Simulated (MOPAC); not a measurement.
Job for MOPAC: AM1 on C2H10Si (a complex), monomers drawn apart or pushed together.

```
AM1 1SCF PRECISE CHARGE=0 THREADS=1
C2H10Si

C     -0.08744108 1     0.01240354 1     0.32097134 1
H     -0.33357381 1    -0.40106950 1    -0.65602036 1
H      0.57247743 1    -0.67456127 1     0.84870774 1
H      0.41208120 1     0.97190498 1     0.19233665 1
H     -1.00193496 1     0.15110197 1     0.89594749 1
C      0.57043179 1     1.14073030 1     3.58429388 1
Si    -0.23272056 1    -0.53932859 1     3.80743260 1
H      0.65760490 1     1.39176593 1     2.52639689 1
H      1.57126274 1     1.15315708 1     4.01975089 1
H     -0.01892170 1     1.92015976 1     4.07071381 1
H     -1.59390343 1    -0.55322345 1     3.21887649 1
H     -0.34666478 1    -0.87412861 1     5.24839831 1
H      0.57034005 1    -1.59720359 1     3.14749839 1
```

It printed:

```
*******************************************************************************
 **                                                                           **
 **                              MOPAC v23.2.5                                **
 **                                                                           **
 *******************************************************************************
 ** MOPAC's Digital Object Identifier: https://doi.org/10.5281/zenodo.6511958 **
 **                                                                           **
 ** Please cite the open-source release paper for use of this MOPAC version:  **
 ** J. E. Moussa and J. J. P. Stewart (2026)                                  **
 ** MOPAC: An open-source semiempirical molecular orbital program             **
 ** J. Open Source Softw., 11(119), 8025, https://doi.org/10.21105/joss.08025 **
 *******************************************************************************

                              AM1 CALCULATION RESULTS

 *******************************************************************************
 *  AM1        - The AM1 Hamiltonian to be used
 *
 *
 *
 *                 CHARGE ON SYSTEM = 0
 *
 *
 *
 *  PRECISE    - TIGHTER CRITERIA TO BE USED
 *  1SCF       - DO 1 SCF AND THEN STOP
 *  THREADS=1  - MULTI-THREADING NOT USED
 *  T=         - A TIME OF 172800.0 SECONDS REQUESTED
 *  DUMP=N     - RESTART FILE WRITTEN EVERY 7200.0 SECONDS REQUESTED
 *******************************************************************************
AM1 1SCF PRECISE CHARGE=0 THREADS=1
 C2H10Si

   ATOM   CHEMICAL          X               Y               Z
  NUMBER   SYMBOL      (ANGSTROMS)     (ANGSTROMS)     (ANGSTROMS)

     1       C         -0.08744108  *   0.01240354  *   0.32097134  *
     2       H         -0.33357381  *  -0.40106950  *  -0.65602036  *
     3       H          0.57247743  *  -0.67456127  *   0.84870774  *
     4       H          0.41208120  *   0.97190498  *   0.19233665  *
     5       H         -1.00193496  *   0.15110197  *   0.89594749  *
     6       C          0.57043179  *   1.14073030  *   3.58429388  *
     7      Si         -0.23272056  *  -0.53932859  *   3.80743260  *
     8       H          0.65760490  *   1.39176593  *   2.52639689  *
     9       H          1.57126274  *   1.15315708  *   4.01975089  *
    10       H         -0.01892170  *   1.92015976  *   4.07071381  *
    11       H         -1.59390343  *  -0.55322345  *   3.21887649  *
    12       H         -0.34666478  *  -0.87412861  *   5.24839831  *
    13       H          0.57034005  *  -1.59720359  *   3.14749839  *



          CARTESIAN COORDINATES

    NO.       ATOM           X           Y           Z

     1         C         -0.0874      0.0124      0.3210
     2         H         -0.3336     -0.4011     -0.6560
     3         H          0.5725     -0.6746      0.8487
     4         H          0.4121      0.9719      0.1923
     5         H         -1.0019      0.1511      0.8959
     6         C          0.5704      1.1407      3.5843
     7        Si         -0.2327     -0.5393      3.8074
     8         H          0.6576      1.3918      2.5264
     9         H          1.5713      1.1532      4.0198
    10         H         -0.0189      1.9202      4.0707
    11         H         -1.5939     -0.5532      3.2189
    12         H         -0.3467     -0.8741      5.2484
    13         H          0.5703     -1.5972      3.1475

  H: (AM1): M.J.S. DEWAR ET AL, J. AM. CHEM. SOC. 107 3902-3909 (1985)
  C: (AM1): M.J.S. DEWAR ET AL, J. AM. CHEM. SOC. 107 3902-3909 (1985)
 Si: (AM1): M.J.S.DEWAR, C. JIE, ORGANOMETALLICS, 6, 1486-1490 (1987).

           Empirical Formula: C2 H10 Si  =    13 atoms



      MOLECULAR POINT GROUP   :   Cs


      RHF CALCULATION, NO. OF DOUBLY OCCUPIED LEVELS = 11


 -------------------------------------------------------------------------------
 AM1 1SCF PRECISE CHARGE=0 THREADS=1
 C2H10Si



     1SCF WAS SPECIFIED, SO BFGS WAS NOT USED
     SCF FIELD WAS ACHIEVED


                              AM1 CALCULATION
                                                       MOPAC v23.2.5 Linux




          FINAL HEAT OF FORMATION =        -15.89575 KCAL/MOL =     -66.50782 KJ/MOL


          COSMO AREA              =        131.08 SQUARE ANGSTROMS
          COSMO VOLUME            =        120.73 CUBIC ANGSTROMS

          IONIZATION POTENTIAL    =         11.605968 EV
          HOMO LUMO ENERGIES (EV) =        -11.606  1.625
          NO. OF FILLED LEVELS    =         11
          MOLECULAR WEIGHT        =         62.1865         POINT GROUP:  Cs

          MOLECULAR DIMENSIONS (Angstroms)

            Atom       Atom       Distance
            H    12    H     2     5.92335
            H    10    H    13     3.62780
            H     9    H    11     3.41075


          SCF CALCULATIONS        =          1





   ATOM   CHEMICAL          X               Y               Z
  NUMBER   SYMBOL      (ANGSTROMS)     (ANGSTROMS)     (ANGSTROMS)

     1       C         -0.08744108  *   0.01240354  *   0.32097134  *
     2       H         -0.33357381  *  -0.40106950  *  -0.65602036  *
     3       H          0.57247743  *  -0.67456127  *   0.84870774  *
     4       H          0.41208120  *   0.97190498  *   0.19233665  *
     5       H         -1.00193496  *   0.15110197  *   0.89594749  *
     6       C          0.57043179  *   1.14073030  *   3.58429388  *
     7      Si         -0.23272056  *  -0.53932859  *   3.80743260  *
     8       H          0.65760490  *   1.39176593  *   2.52639689  *
     9       H          1.57126274  *   1.15315708  *   4.01975089  *
    10       H         -0.01892170  *   1.92015976  *   4.07071381  *
    11       H         -1.59390343  *  -0.55322345  *   3.21887649  *
    12       H         -0.34666478  *  -0.87412861  *   5.24839831  *
    13       H          0.57034005  *  -1.59720359  *   3.14749839  *

                             CARTESIAN COORDINATES

   1    C       -0.087441080     0.012403540     0.320971340
   2    H       -0.333573810    -0.401069500    -0.656020360
   3    H        0.572477430    -0.674561270     0.848707740
   4    H        0.412081200     0.971904980     0.192336650
   5    H       -1.001934960     0.151101970     0.895947490
   6    C        0.570431790     1.140730300     3.584293880
   7   Si       -0.232720560    -0.539328590     3.807432600
   8    H        0.657604900     1.391765930     2.526396890
   9    H        1.571262740     1.153157080     4.019750890
  10    H       -0.018921700     1.920159760     4.070713810
  11    H       -1.593903430    -0.553223450     3.218876490
  12    H       -0.346664780    -0.874128610     5.248398310
  13    H        0.570340050    -1.597203590     3.147498390


           Empirical Formula: C2 H10 Si  =    13 atoms



      MOLECULAR POINT GROUP   :   Cs


                  EIGENVALUES
 -29.72195 -28.65627 -15.61083 -14.32452 -14.13772 -13.51575 -13.45899 -13.19053
 -11.78716 -11.66250 -11.60597   1.62497   1.65776   1.66834   2.19960   4.51783
   4.51971   4.69717   4.69757   4.70788   5.27497   5.39033


              NET ATOMIC CHARGES AND DIPOLE CONTRIBUTIONS

  ATOM NO.   TYPE          CHARGE      No. of ELECS.   s-Pop       p-Pop
    1          C          -0.269100        4.2691     1.21862     3.05048
    2          H           0.067971        0.9320     0.93203
    3          H           0.068180        0.9318     0.93182
    4          H           0.066423        0.9336     0.93358
    5          H           0.068158        0.9318     0.93184
    6          C          -0.493808        4.4938     1.25439     3.23942
    7         Si           0.750097        3.2499     0.85540     2.39450
    8          H           0.089446        0.9106     0.91055
    9          H           0.087114        0.9129     0.91289
   10          H           0.087107        0.9129     0.91289
   11          H          -0.173256        1.1733     1.17326
   12          H          -0.175019        1.1750     1.17502
   13          H          -0.173313        1.1733     1.17331
 DIPOLE           X         Y         Z       TOTAL
 POINT-CHG.    -0.121    -0.248    -0.021     0.277
 HYBRID         0.239     0.500    -0.070     0.559
 SUM            0.118     0.252    -0.090     0.292


          ATOMIC ORBITAL ELECTRON POPULATIONS

     Atom    s        px        py        pz
    1  C   1.21862   1.01622   1.01580   1.01847
    2  H   0.93203
    3  H   0.93182
    4  H   0.93358
    5  H   0.93184
    6  C   1.25439   1.06523   1.12246   1.05172
    7 Si   0.85540   0.80854   0.76854   0.81743
    8  H   0.91055
    9  H   0.91289
   10  H   0.91289
   11  H   1.17326
   12  H   1.17502
   13  H   1.17331

 **********************
 *                    *
 * JOB ENDED NORMALLY *
 *                    *
 **********************




 == MOPAC DONE ==
```

The run finished.

Cost: very roughly 0.020 core-seconds.
